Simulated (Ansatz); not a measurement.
FH2InOS, SMILES `[OH][In]([F])[SH]` at its PBE0-D4/def2-TZVP geometry, where that method's forces vanish. Charge 0, multiplicity 1. In: def2 effective core potential.

| atom | x (Å) | y (Å) | z (Å) |
| --- | --- | --- | --- |
| O1 | -0.7190 | -1.4798 | 0.7855 |
| In2 | -0.5668 | 0.1928 | -0.2365 |
| F3 | -2.2763 | 0.7636 | -0.9444 |
| S4 | 1.2994 | 1.5523 | -0.7123 |
| H5 | 0.1186 | -1.7810 | 1.1463 |
| H6 | 2.1441 | 0.7521 | -0.0388 |

Problem. For each bond, give half the difference of the two atoms' forces along it (eV/Å; positive pushes the atoms apart) under PBE-D4, r2SCAN-D4, B3LYP-D4, ωB97M-V in def2-TZVPP. (Estimate.)

Solution. The calculation gave: 
```
  bond  length (Å)  PBE-D4  r2SCAN-D4  B3LYP-D4  ωB97M-V
O1–In2       1.966    0.24       0.09      0.16     0.01
 O1–H5       0.961    0.42       0.05     -0.02    -0.07
In2–F3       1.936    0.41       0.07      0.20     0.05
In2–S4       2.357    0.00       0.01      0.10    -0.07
 S4–H6       1.344    0.26       0.02     -0.01    -0.09
```

B3LYP here is the variant with VWN-RPA as its local correlation; programs differ in this.

Program: Ansatz 0.2.0.
